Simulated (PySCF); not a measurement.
dimethylacetylene (C₄H₆), singlet, geometry from GFN2-xTB; BLYP/3-21G run with PySCF.

The PySCF input:
```python
from pyscf import gto, scf, dft

mol = gto.M(
    atom='''
C     0.003502    0.006812    2.047175
C     0.001025    0.001993    0.598972
C    -0.001025   -0.001993   -0.598972
C    -0.003502   -0.006812   -2.047175
H    -0.016610    1.031669    2.417917
H    -0.871960   -0.521715    2.424549
H     0.900994   -0.485783    2.421397
H    -0.024893    1.015554   -2.424658
H     0.892711   -0.501897   -2.421178
H    -0.880243   -0.537829   -2.418026
''',
    basis='3-21g',
    charge=0,
    spin=0,
    verbose=4,
)

mf = dft.RKS(mol)
mf.xc = 'blyp'
mf.kernel()
```

### Question
What does PySCF print? Leave out banner, timings and long lists.

### Answer

```
PySCF version 2.14.0

[INPUT] verbose = 4
[INPUT] num. atoms = 10
[INPUT] num. electrons = 30
[INPUT] charge = 0
[INPUT] spin (= nelec alpha-beta = 2S) = 0
[INPUT] symmetry False subgroup None
[INPUT] Mole.unit = angstrom
[INPUT] Symbol           X                Y                Z      unit          X                Y                Z       unit  Magmom
[INPUT]  1 C      0.003502000000   0.006812000000   2.047175000000 AA    0.006617820888   0.012872814361   3.868600079056 Bohr   0.0
[INPUT]  2 C      0.001025000000   0.001993000000   0.598972000000 AA    0.001936969278   0.003766224166   1.131893036283 Bohr   0.0
[INPUT]  3 C     -0.001025000000  -0.001993000000  -0.598972000000 AA   -0.001936969278  -0.003766224166  -1.131893036283 Bohr   0.0
[INPUT]  4 C     -0.003502000000  -0.006812000000  -2.047175000000 AA   -0.006617820888  -0.012872814361  -3.868600079056 Bohr   0.0
[INPUT]  5 H     -0.016610000000   1.031669000000   2.417917000000 AA   -0.031388350929   1.949571861204   4.569200921930 Bohr   0.0
[INPUT]  6 H     -0.871960000000  -0.521715000000   2.424549000000 AA   -1.647765591576  -0.985898465077   4.581733585588 Bohr   0.0
[INPUT]  7 H      0.900994000000  -0.485783000000   2.421397000000 AA    1.702631899876  -0.917996825970   4.575777168843 Bohr   0.0
[INPUT]  8 H     -0.024893000000   1.015554000000  -2.424658000000 AA   -0.047040952419   1.919118924707  -4.581939565736 Bohr   0.0
[INPUT]  9 H      0.892711000000  -0.501897000000  -2.421178000000 AA    1.686979298387  -0.948447872741  -4.575363318822 Bohr   0.0
[INPUT] 10 H     -0.880243000000  -0.537829000000  -2.418026000000 AA   -1.663418193066  -1.016349511849  -4.569406902078 Bohr   0.0

nuclear repulsion = 100.716453238158
number of shells = 32
number of NR pGTOs = 78
number of NR cGTOs = 48
basis = 3-21g
ecp = {}

******** <class 'pyscf.dft.rks.RKS'> ********
method = RKS
initial guess = minao
damping factor = 0
level_shift factor = 0
DIIS = <class 'pyscf.scf.diis.CDIIS'>
diis_start_cycle = 1
diis_space = 8
diis_damp = 0
SCF conv_tol = 1e-09
SCF conv_tol_grad = None
SCF max_cycles = 50
direct_scf = True
direct_scf_tol = 1e-13
XC library pyscf.dft.libxc version 7.1.2
    S. Lehtola, C. Steigemann, M. J. T. Oliveira, and M. A. L. Marques,  SoftwareX 7, 1–5 (2018)
XC functionals = blyp
    A. D. Becke,  Phys. Rev. A 38, 3098 (1988)
    C. Lee, W. Yang, and R. G. Parr,  Phys. Rev. B 37, 785 (1988)
    B. Miehlich, A. Savin, H. Stoll, and H. Preuss,  Chem. Phys. Lett. 157, 200 (1989)
radial grids:
    Treutler-Ahlrichs [JCP 102, 346 (1995); DOI:10.1063/1.469408] (M4) radial grids

becke partition: Becke, JCP 88, 2547 (1988); DOI:10.1063/1.454033
pruning grids: <function nwchem_prune>
grids dens level: 3
symmetrized grids: False
atomic radii adjust function: <function treutler_atomic_radii_adjust>
small_rho_cutoff = 0
Set gradient conv threshold to 3.16228e-05
Initial guess from minao.
tot grids = 115320
init E= -155.2013013686
  HOMO = -0.305170479239759  LUMO = -0.0306177506478609  gap/eV = 7.47096
cycle= 1 E= -154.989028511145  delta_E= 0.212  |g|= 0.414  |ddm|=  3.4
  HOMO = -0.132946034097531  LUMO = 0.107593585960154  gap/eV = 6.54542
cycle= 2 E= -154.972632511669  delta_E= 0.0164  |g|= 0.483  |ddm|= 1.19
  HOMO = -0.198790537371015  LUMO = 0.0554422128974874  gap/eV = 6.91803
cycle= 3 E= -155.03733084622  delta_E= -0.0647  |g|= 0.0347  |ddm|= 0.697
  HOMO = -0.202886376356592  LUMO = 0.0529191499464229  gap/eV = 6.96082
cycle= 4 E= -155.037577794945  delta_E= -0.000247  |g|= 0.0142  |ddm|= 0.0604
  HOMO = -0.20100032498621  LUMO = 0.0543650456348723  gap/eV = 6.94885
cycle= 5 E= -155.03763109311  delta_E= -5.33e-05  |g|= 0.00139  |ddm|= 0.02
  HOMO = -0.201273151556027  LUMO = 0.0541515514899137  gap/eV = 6.95046
cycle= 6 E= -155.037631821139  delta_E= -7.28e-07  |g|= 5.44e-05  |ddm|= 0.0033
  HOMO = -0.201269835806426  LUMO = 0.0541519790713181  gap/eV = 6.95038
cycle= 7 E= -155.03763182194  delta_E= -8.01e-10  |g|= 1.04e-05  |ddm|= 8.78e-05
  HOMO = -0.201271772914761  LUMO = 0.0541503351634951  gap/eV = 6.95039
Extra cycle  E= -155.037631821736  delta_E= 2.04e-10  |g|= 3.01e-05  |ddm|= 4.21e-05
converged SCF energy = -155.037631821736
```
